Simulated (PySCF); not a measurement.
# Spin-rotation constants: `CSc1cc(Cl)nnn1`, C₄H₄ClN₃S

Molfile (atoms numbered from 1):
```
C4H4ClN3S
     RDKit          3D

 13 13  0  0  0  0  0  0  0  0999 V2000
   -2.5955   -0.2500   -0.0726 C   0  0  0  0  0  0  0  0  0  0  0  0
   -1.4770    1.0817    0.4391 S   0  0  0  0  0  0  0  0  0  0  0  0
    0.0549    0.2967    0.2321 C   0  0  0  0  0  0  0  0  0  0  0  0
    1.2554    0.9602    0.5155 C   0  0  0  0  0  0  0  0  0  0  0  0
    2.3900    0.1980    0.3003 C   0  0  0  0  0  0  0  0  0  0  0  0
    3.9520    0.8312    0.5895 Cl  0  0  0  0  0  0  0  0  0  0  0  0
    2.3209   -1.0586   -0.1395 N   0  0  0  0  0  0  0  0  0  0  0  0
    1.1745   -1.5869   -0.3740 N   0  0  0  0  0  0  0  0  0  0  0  0
    0.0648   -0.9668   -0.2072 N   0  0  0  0  0  0  0  0  0  0  0  0
   -2.3768   -0.5210   -1.0998 H   0  0  0  0  0  0  0  0  0  0  0  0
   -3.6023    0.1437    0.0194 H   0  0  0  0  0  0  0  0  0  0  0  0
   -2.4508   -1.1039    0.5803 H   0  0  0  0  0  0  0  0  0  0  0  0
    1.2855    1.9762    0.8702 H   0  0  0  0  0  0  0  0  0  0  0  0
  1  2  1  0
  2  3  1  0
  3  4  1  0
  4  5  2  0
  5  6  1  0
  5  7  1  0
  7  8  2  0
  8  9  1  0
  9  3  2  0
  1 10  1  0
  1 11  1  0
  1 12  1  0
  4 13  1  0
M  END
```

Level of theory: PySCF 2.14.0, GIAO PBE/pcSseg-1 magnetisability, rotational g tensor and spin-rotation constants, non-relativistic, gas phase. Geometry: GFN2-xTB.

**Question.** Give the nuclear spin-rotation constants along the inertial axes (H = +C I·J) beside the isotropic shieldings.

**Answer.** Rotational constants 3.2088, 0.6519, 0.5437 GHz. A star marks the isotopologue with that one atom substituted, in its own axes.
```csv
atom,isotope,Caa (kHz),Cbb (kHz),Ccc (kHz),mean (kHz),σ (ppm)
Cl6,35Cl,0.521,0.251,0.209,0.327,622.7
N7,14N,0.998,0.165,0.024,0.396,-134.9
N8,14N,1.502,0.152,0.035,0.563,-254.8
N9,14N,0.938,0.182,0.016,0.379,-130.5
H10,1H,-0.272,-0.045,-0.011,-0.109,28.5
H11,1H,0.058,-0.061,-0.065,-0.023,29.5
H12,1H,-0.272,-0.045,-0.011,-0.109,28.5
H13,1H,-0.365,0.073,-0.062,-0.118,24.7
C1,13C*,0.530,0.091,0.080,0.233,162.1
S2,33S*,0.623,0.234,0.169,0.342,430.9
C3,13C*,1.450,0.326,0.093,0.623,15.4
C4,13C*,0.989,0.294,0.078,0.454,64.1
C5,13C*,1.487,0.270,0.124,0.627,18.4
```
For the geometry as given, no vibrational averaging.
